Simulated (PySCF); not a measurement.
Spinor energies of Os(73+) (osmium, charge +73)

Start: [He] 2s1; 2s1/2 filled at m_j = +1/2. Calculated with PySCF 2.14 in an uncontracted even-tempered set (16 s from 62 bohr⁻², ratio 2.4; 13 p from 81 bohr⁻², ratio 2.4; 5 d from 250 bohr⁻², ratio 2.6; 4 f from 370 bohr⁻², ratio 2.6): generalised Hartree-Fock with the X2C-1e Hamiltonian and a Gaussian nucleus; one run each with spin-orbit coupling (SO) switched off, then screened by Boettger's factors.

| spinor shell | electrons | ε, spin-free (eV) | ε, screened SO (eV) | weight of nominal j (screened SO) | rms radius, screened SO (bohr) |
| --- | --- | --- | --- | --- | --- |
| 1s1/2 | 2 | -83718.4 | -83718.4 | 1.000 | 0.0199 |
| 2s1/2 | 1 | -20949.5 | -20949.5 | 1.000 | 0.0771 |

```
   quantity    spin-free  screened SO
E (hartree)  -7015.16187  -7015.16187
        M_J          1/2          1/2
       ⟨J²⟩        0.750        0.750
       ⟨L²⟩        0.000        0.000
       ⟨S²⟩        0.750        0.750
```

Each row is a mean over spinors that exchange with the open shell spreads, by up to 71.762 eV (1s1/2).

Breit and QED terms are absent; they matter most for the inner s and p1/2 levels.

Densities and radii are taken from the X2C orbitals without a picture-change correction, which distorts them close to the nucleus.

Without spin-orbit coupling the j labels of p, d and f shells carry no meaning; the spin-free column gives the mean over the occupied spinors of each nl shell.
